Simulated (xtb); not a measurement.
Input for xtb: GFN2-xTB on O2 (SMILES O=O).

```
$ xtb mol.xyz --gfn 2 --sp --chrg 0 --uhf 2
2

O      0.00000000    -0.00000000     0.60215214
O     -0.00000000     0.00000000    -0.60215214
```

Output:

```
[...]
           -------------------------------------------------
          |                Calculation Setup                |
           -------------------------------------------------



           -------------------------------------------------
          |                 G F N 2 - x T B                 |
           -------------------------------------------------

        Reference                      10.1021/acs.jctc.8b01176
      * Hamiltonian:
        H0-scaling (s, p, d)           1.850000    2.230000    2.230000
        zeta-weighting                 0.500000
      * Dispersion:
        s8                             2.700000
        a1                             0.520000
        a2                             5.000000
        s9                             5.000000
      * Repulsion:
        kExp                           1.500000    1.000000
        rExp                           1.000000
      * Coulomb:
        alpha                          2.000000
        third order                    shell-resolved
        anisotropic                    true
        a3                             3.000000
        a5                             4.000000
        cn-shift                       1.200000
        cn-exp                         4.000000
        max-rad                        5.000000


          ...................................................
          :                      SETUP                      :
          :.................................................:
          :  # basis functions                   8          :
          :  # atomic orbitals                   8          :
          :  # shells                            4          :
          :  # electrons                        12          :
          :  max. iterations                   250          :
          :  Hamiltonian                  GFN2-xTB          :
          :  restarted?                      false          :
          :  GBSA solvation                  false          :
          :  PC potential                    false          :
          :  electronic temp.          300.0000000     K    :
          :  accuracy                    1.0000000          :
          :  -> integral cutoff          0.2500000E+02      :
          :  -> integral neglect         0.1000000E-07      :
          :  -> SCF convergence          0.1000000E-05 Eh   :
          :  -> wf. convergence          0.1000000E-03 e    :
          :  Broyden damping             0.4000000          :
          :  net charge                          0          :
          :  unpaired electrons                  2          :
          ...................................................

 iter      E             dE          RMSdq      gap      omega  full diag
   1     -7.9127263 -0.791273E+01  0.404E+00   15.74       0.0  T
   2     -7.9127391 -0.127716E-04  0.244E+00   15.74       1.0  T
   3     -7.9127487 -0.957374E-05  0.544E-02   15.74       1.3  T
   4     -7.9127487 -0.301092E-08  0.163E-02   15.74       4.3  T
   5     -7.9127487 -0.727214E-10  0.343E-05   15.74    2060.1  T
   6     -7.9127487 -0.266454E-14  0.273E-07   15.74  100000.0  T

   *** convergence criteria satisfied after 6 iterations ***

         #    Occupation            Energy/Eh            Energy/eV
      -------------------------------------------------------------
         1        2.0000           -0.8279685             -22.5302
         2        2.0000           -0.7370549             -20.0563
         3        2.0000           -0.6625609             -18.0292
         4        2.0000           -0.6625609             -18.0292
         5        2.0000           -0.6377109             -17.3530
         6        1.0000           -0.4409735             -11.9995
         7        1.0000           -0.4409735             -11.9995 (HOMO)
         8                          0.1373585               3.7377 (LUMO)
      -------------------------------------------------------------
                  HL-Gap            0.5783320 Eh           15.7372 eV
             Fermi-level           -0.3455749 Eh           -9.4036 eV

 transition dipole moment (au) for excitation:           6           7
     X       Y       Z
  -0.0000  -0.0000   0.0000  total (au/Debye):    0.000   0.000
 dE (eV)             :    0.000
 oscillator strength :  0.57991E-46

 SCC (total)                   0 d,  0 h,  0 min,  0.003 sec
 SCC setup                      ...        0 min,  0.000 sec (  5.891%)
 Dispersion                     ...        0 min,  0.000 sec (  1.308%)
 classical contributions        ...        0 min,  0.000 sec (  1.584%)
 integral evaluation            ...        0 min,  0.000 sec (  9.097%)
 iterations                     ...        0 min,  0.001 sec ( 54.242%)
 molecular gradient             ...        0 min,  0.000 sec ( 10.317%)
 printout                       ...        0 min,  0.000 sec ( 16.772%)

         :::::::::::::::::::::::::::::::::::::::::::::::::::::
         ::                     SUMMARY                     ::
         :::::::::::::::::::::::::::::::::::::::::::::::::::::
         :: total energy              -7.904074287826 Eh    ::
         :: gradient norm              0.012036175273 Eh/a0 ::
         :: HOMO-LUMO gap             15.737214295183 eV    ::
         ::.................................................::
         :: SCC energy                -7.912748658024 Eh    ::
         :: -> isotropic ES           -0.000233074539 Eh    ::
         :: -> anisotropic ES          0.003669347451 Eh    ::
         :: -> anisotropic XC         -0.007152824839 Eh    ::
         :: -> dispersion             -0.000194537951 Eh    ::
         :: repulsion energy           0.008674370197 Eh    ::
         :: add. restraining           0.000000000000 Eh    ::
         :: total charge              -0.000000000000 e     ::
         :::::::::::::::::::::::::::::::::::::::::::::::::::::

           -------------------------------------------------
          |                Property Printout                |
           -------------------------------------------------

    * Orbital Energies and Occupations

         #    Occupation            Energy/Eh            Energy/eV
      -------------------------------------------------------------
         1        2.0000           -0.8279685             -22.5302
         2        2.0000           -0.7370549             -20.0563
         3        2.0000           -0.6625609             -18.0292
         4        2.0000           -0.6625609             -18.0292
         5        2.0000           -0.6377109             -17.3530
         6        1.0000           -0.4409735             -11.9995
         7        1.0000           -0.4409735             -11.9995 (HOMO)
         8                          0.1373585               3.7377 (LUMO)
      -------------------------------------------------------------
                  HL-Gap            0.5783320 Eh           15.7372 eV
             Fermi-level           -0.3455749 Eh           -9.4036 eV

     #   Z          covCN         q      C6AA      α(0)
     1   8 O        0.980    -0.000    15.074     5.208
     2   8 O        0.980    -0.000    15.074     5.208

 Mol. C6AA /au·bohr⁶  :         60.297196
 Mol. C8AA /au·bohr⁸  :       1216.830253
 Mol. α(0) /au        :         10.415942


Wiberg/Mayer (AO) data.
largest (>0.10) Wiberg bond orders for each atom

 ---------------------------------------------------------------------------
     #   Z sym  total        # sym  WBO       # sym  WBO       # sym  WBO
 ---------------------------------------------------------------------------
     1   8 O    2.000 --     2 O    2.000
     2   8 O    2.000 --     1 O    2.000
 ---------------------------------------------------------------------------

Topologies differ in total number of bonds
Writing topology from bond orders to xtbtopo.mol
Note: The following floating-point exceptions are signalling: IEEE_UNDERFLOW_FLAG IEEE_DENORMAL
normal termination of xtb

molecular dipole:
                 x           y           z       tot (Debye)
 q only:        0.000       0.000       0.000
   full:        0.000       0.000       0.000       0.000
molecular quadrupole (traceless):
                xx          xy          yy          xz          yz          zz
 q only:        0.000       0.000       0.000       0.000       0.000      -0.000
  q+dip:        0.613       0.000       0.613      -0.000       0.000      -1.225
   full:        0.622      -0.000       0.622      -0.000       0.000      -1.243


           -------------------------------------------------
          | TOTAL ENERGY               -7.904074287826 Eh   |
          | GRADIENT NORM               0.012036175273 Eh/α |
          | HOMO-LUMO GAP              15.737214295183 eV   |
           -------------------------------------------------

------------------------------------------------------------------------
------------------------------------------------------------------------
 total:
 SCF:
```

The run finished.

Cost: very roughly 0.06 core-seconds.
